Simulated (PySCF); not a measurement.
Ge(F)(Cl)(NH2)2 (ClFGeH₄N₂), SMILES [NH2][Ge]([F])([Cl])[NH2]. The structure is a stationary point at PBE-D3(BJ)/def2-SVP. Other conformers were not sampled.

Computed equilibrium geometry at PBE-D3(BJ)/def2-SVP (PySCF confirms it by a frequency run) as bond lengths and angles (one conformer of several):
Atoms: N1 Ge2 N3 F4 Cl5 H6 H7 H8 H9. Bond lengths (Å): N1–Ge2 1.813, N1–H6 1.024, N1–H7 1.024, Ge2–N3 1.828, Ge2–F4 1.752, Ge2–Cl5 2.182, N3–H8 1.028, N3–H9 1.027. Angles (°): Ge2–N1–H6 113.7, Ge2–N1–H7 115.5, H6–N1–H7 111.2, N1–Ge2–N3 111.7, N1–Ge2–F4 110.3, N1–Ge2–Cl5 109.0, N3–Ge2–F4 104.0, N3–Ge2–Cl5 116.8, F4–Ge2–Cl5 104.6, Ge2–N3–H8 111.2, Ge2–N3–H9 113.0, H8–N3–H9 108.1.
Charge 0, spin multiplicity 1.
